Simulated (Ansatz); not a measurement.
One change: `CS[Si](F)(F)F` becomes `F[Si](F)(F)[SnH3]`.

Ansatz, PBE0-D4/def2-TZVP geometries, multiplicity 1. Each molecule was computed in one conformer, which needn't be the lowest.

Elements past krypton have def2 core potentials.

| property | `CS[Si](F)(F)F` |
| --- | --- |
| LUMO energy (PBE/def2-TZVPP) / eV | -1.17 |
| ideal-gas entropy at 298 K and 1 bar (rigid rotor, harmonic PBE0-D4/def2-TZVP) / J/(mol·K) | 370 |
| HOMO energy (ωB97M-V/def2-TZVPP) / eV | -10.04 |
| HOMO energy (PBE0/def2-TZVPP) / eV | -7.84 |
| HOMO energy (B3LYP/def2-TZVPP) / eV | -7.58 |
| HOMO–LUMO gap (ωB97M-V/def2-TZVPP) / eV | 11.74 |

(1) Give the same properties after the change, and the shifts. (Estimate.)

Results:

(1) The calculation gave: 
```json
{"property": "LUMO energy (PBE/def2-TZVPP) / eV", "`F[Si](F)(F)[SnH3]`": "-1.10", "shift": "0.07"}
{"property": "ideal-gas entropy at 298 K and 1 bar (rigid rotor, harmonic PBE0-D4/def2-TZVP) / J/(mol·K)", "`F[Si](F)(F)[SnH3]`": "369", "shift": "-1"}
{"property": "HOMO energy (ωB97M-V/def2-TZVPP) / eV", "`F[Si](F)(F)[SnH3]`": "-10.96", "shift": "-0.92"}
{"property": "HOMO energy (PBE0/def2-TZVPP) / eV", "`F[Si](F)(F)[SnH3]`": "-8.90", "shift": "-1.06"}
{"property": "HOMO energy (B3LYP/def2-TZVPP) / eV", "`F[Si](F)(F)[SnH3]`": "-8.71", "shift": "-1.13"}
{"property": "HOMO–LUMO gap (ωB97M-V/def2-TZVPP) / eV", "`F[Si](F)(F)[SnH3]`": "12.31", "shift": "0.57"}
```

With PBE0 the HOMO falls by 1.06 eV and the LUMO falls by 0.12 eV, so the gap widens by about 0.94 eV. PBE moves the HOMO by -1.14 eV and ωB97M-V by -0.92 eV. The zero-point energy changes by -50.4 kJ/mol with -3 modes. Modes under 60 cm⁻¹, often nearly free rotors, make the harmonic entropy too high.

B3LYP here is the variant with VWN-RPA as its local correlation; programs differ in this.
